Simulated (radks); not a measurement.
Zn+, 29 electrons, occupied as [Ar] 3d9 4s1 4p1 (not the ground configuration). Method: scalar-relativistic Kohn-Sham, r2SCAN, spin-polarised, spherical densities, finite nucleus; open shells are filled with parallel spins first; meta-GGA in the generalised Kohn-Sham scheme; Fermi nuclear charge, rms radius 3.9283 fm; computed with a radial shooting solver on a logarithmic mesh with Libxc functionals.

Radial electron density D(r) = 4 pi r^2 rho(r):

| r (bohr) | D(r) (e/bohr) | spin D(r) |
|---|---|---|
| 0.0022 | 1.136 | 0.000605 |
| 0.00252 | 1.453 | 0.000773 |
| 0.002887 | 1.854 | 0.000986 |
| 0.003308 | 2.357 | 0.00125 |
| 0.00379 | 2.986 | 0.00158 |
| 0.004342 | 3.767 | 0.00200 |
| 0.005014 | 4.792 | 0.00253 |
| 0.005745 | 5.981 | 0.00316 |
| 0.006581 | 7.417 | 0.00390 |
| 0.00754 | 9.131 | 0.00479 |
| 0.008639 | 11.15 | 0.00581 |
| 0.009897 | 13.48 | 0.00699 |
| 0.01134 | 16.13 | 0.00829 |
| 0.01299 | 19.06 | 0.00969 |
| 0.01488 | 22.20 | 0.0111 |
| 0.01705 | 25.45 | 0.0125 |
| 0.01954 | 28.66 | 0.0138 |
| 0.02238 | 31.60 | 0.0147 |
| 0.02564 | 34.07 | 0.0152 |
| 0.02938 | 35.81 | 0.0151 |
| 0.03366 | 36.64 | 0.0144 |
| 0.03856 | 36.44 | 0.0132 |
| 0.04453 | 35.20 | 0.0118 |
| 0.05102 | 33.34 | 0.0111 |
| 0.05845 | 31.30 | 0.0119 |
| 0.06697 | 29.73 | 0.0157 |
| 0.07673 | 29.25 | 0.0237 |
| 0.0879 | 30.29 | 0.0372 |
| 0.1007 | 32.87 | 0.0565 |
| 0.1154 | 36.42 | 0.0814 |
| 0.1322 | 39.89 | 0.111 |
| 0.1514 | 41.96 | 0.144 |
| 0.1735 | 41.56 | 0.185 |
| 0.1988 | 38.31 | 0.239 |
| 0.2278 | 32.83 | 0.319 |
| 0.2609 | 26.67 | 0.439 |
| 0.2989 | 21.70 | 0.609 |
| 0.3425 | 19.30 | 0.821 |
| 0.3955 | 19.79 | 1.06 |
| 0.4532 | 22.02 | 1.25 |
| 0.5192 | 24.09 | 1.34 |
| 0.5948 | 24.44 | 1.30 |
| 0.6815 | 22.51 | 1.14 |
| 0.7807 | 18.76 | 0.939 |
| 0.8945 | 14.23 | 0.757 |
| 1.025 | 9.938 | 0.660 |
| 1.174 | 6.544 | 0.671 |
| 1.345 | 4.219 | 0.767 |
| 1.541 | 2.800 | 0.899 |
| 1.766 | 1.991 | 1.00 |
| 2.023 | 1.512 | 1.03 |
| 2.318 | 1.170 | 0.950 |
| 2.655 | 0.8733 | 0.783 |
| 3.042 | 0.6038 | 0.572 |
| 3.513 | 0.3641 | 0.355 |
| 4.025 | 0.1979 | 0.196 |
| 4.611 | 0.09276 | 0.0923 |
| 5.283 | 0.03692 | 0.0368 |
| 6.053 | 0.01229 | 0.0123 |
| 6.934 | 0.003346 | 0.00335 |
| 7.945 | 0.0007262 | 0.000726 |
| 9.102 | 0.0001218 | 0.000122 |

D(r) has 3 maxima, at r = 0.0350, 0.159, 0.567 bohr, and minima at 0.0749, 0.359 bohr, inside which lie 2.09, 10.89 electrons.
